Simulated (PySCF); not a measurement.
CH4Cl3NSi (SMILES CN[Si](Cl)(Cl)Cl), singlet, at a GFN2-xTB geometry, atoms displaced at random by about 0.03 Å a coordinate; PySCF with PBE/STO-3G, gradient.

PySCF was given this input:
```python
from pyscf import gto, scf, dft

mol = gto.M(
    atom='''
C     2.74767004   -0.22779610   -0.21954666
N     1.45682780   -0.02149747   -0.88556790
Si   -0.11712742   -0.01369135   -0.06850418
Cl   -1.49376539   -0.11435545   -1.52967936
Cl   -0.19773203   -1.50143025    1.18365467
Cl   -0.40141768    1.76252179    1.01279940
H     2.58630126   -0.72966405    0.68552258
H     3.33010720   -0.73900077   -0.89628992
H     3.15363784    0.76171538   -0.08352839
H     1.49596528    0.24621409   -1.80052203
''',
    basis='sto-3g',
    verbose=4,
)

mf = dft.RKS(mol)
mf.xc = 'pbe'
mf.grids.level = 0
mf.kernel()
g = mf.nuc_grad_method()
g.grid_response = True
grad = g.kernel()
```

What the program printed (banner, timings and long lists left out):

```
PySCF version 2.14.0

[INPUT] verbose = 4
[INPUT] num. atoms = 10
[INPUT] num. electrons = 82
[INPUT] charge = 0
[INPUT] spin (= nelec alpha-beta = 2S) = 0
[INPUT] symmetry False subgroup None
[INPUT] Mole.unit = angstrom
[INPUT] Symbol           X                Y                Z      unit          X                Y                Z       unit  Magmom
[...]
nuclear repulsion = 546.980341185198
number of shells = 30
number of NR pGTOs = 150
number of NR cGTOs = 50
basis = sto-3g
ecp = {}

******** <class 'pyscf.dft.rks.RKS'> ********
method = RKS
initial guess = minao
damping factor = 0
level_shift factor = 0
DIIS = <class 'pyscf.scf.diis.CDIIS'>
diis_start_cycle = 1
diis_space = 8
diis_damp = 0
SCF conv_tol = 1e-09
SCF conv_tol_grad = None
SCF max_cycles = 50
direct_scf = True
direct_scf_tol = 1e-13
XC library pyscf.dft.libxc version 7.1.2
    S. Lehtola, C. Steigemann, M. J. T. Oliveira, and M. A. L. Marques,  SoftwareX 7, 1–5 (2018)
XC functionals = pbe
    J. P. Perdew, K. Burke, and M. Ernzerhof,  Phys. Rev. Lett. 77, 3865 (1996)
    J. P. Perdew, K. Burke, and M. Ernzerhof,  Phys. Rev. Lett. 78, 1396 (1997)
    J. P. Perdew, K. Burke, and M. Ernzerhof,  Phys. Rev. Lett. 77, 3865 (1996)
    J. P. Perdew, K. Burke, and M. Ernzerhof,  Phys. Rev. Lett. 78, 1396 (1997)
radial grids:
    Treutler-Ahlrichs [JCP 102, 346 (1995); DOI:10.1063/1.469408] (M4) radial grids

becke partition: Becke, JCP 88, 2547 (1988); DOI:10.1063/1.454033
pruning grids: <function nwchem_prune>
grids dens level: 0
symmetrized grids: False
atomic radii adjust function: <function treutler_atomic_radii_adjust>
small_rho_cutoff = 0
Set gradient conv threshold to 3.16228e-05
Initial guess from minao.
tot grids = 11128
init E= -1744.88897369246
[...]
cycle= 1 E= -1744.9300501851  delta_E= -0.0411  |g|= 0.653  |ddm|=    4
[...]
cycle= 2 E= -1744.62942352127  delta_E= 0.301  |g|= 1.19  |ddm|= 3.14
[...]
cycle= 3 E= -1745.08333432111  delta_E= -0.454  |g|= 0.205  |ddm|= 2.27
[...]
cycle= 4 E= -1745.09997530185  delta_E= -0.0166  |g|= 0.0618  |ddm|= 0.568
[...]
cycle= 5 E= -1745.10131761279  delta_E= -0.00134  |g|= 0.00863  |ddm|= 0.107
[...]
cycle= 6 E= -1745.10135142706  delta_E= -3.38e-05  |g|= 0.00231  |ddm|= 0.0222
[...]
cycle= 7 E= -1745.10135322603  delta_E= -1.8e-06  |g|= 0.000284  |ddm|= 0.00398
[...]
cycle= 8 E= -1745.10135325661  delta_E= -3.06e-08  |g|= 4.85e-05  |ddm|= 0.00058
[...]
cycle= 9 E= -1745.10135325773  delta_E= -1.12e-09  |g|= 1.29e-05  |ddm|= 0.000162
[...]
cycle= 10 E= -1745.10135325784  delta_E= -1.06e-10  |g|= 1.61e-06  |ddm|= 4.44e-05
[...]
Extra cycle  E= -1745.10135325784  delta_E= -1.82e-12  |g|= 1.69e-06  |ddm|= 8.5e-06
converged SCF energy = -1745.10135325784

******** <class 'pyscf.grad.rks.Gradients'> for <class 'pyscf.dft.rks.RKS'> ********
unit = Eh/Bohr
grid_response = True
--------------- RKS gradients ---------------
         x                y                z
0 C     0.0516088678    -0.0548071382     0.0179969209
1 N     0.0636941046     0.0406894581    -0.1166684460
2 Si    -0.0709065818    -0.0615374030     0.0475883416
3 Cl     0.0322014764     0.0033448653     0.0328265479
4 Cl     0.0050207318     0.0667209980    -0.0564947419
5 Cl     0.0027896828    -0.0104028676    -0.0084615380
6 H    -0.0009908488     0.0269599426    -0.0461329904
7 H    -0.0509457653     0.0433461529     0.0380669628
8 H    -0.0258450372    -0.0209139425    -0.0167905287
9 H    -0.0066266302    -0.0334000656     0.1080694718
----------------------------------------------
```
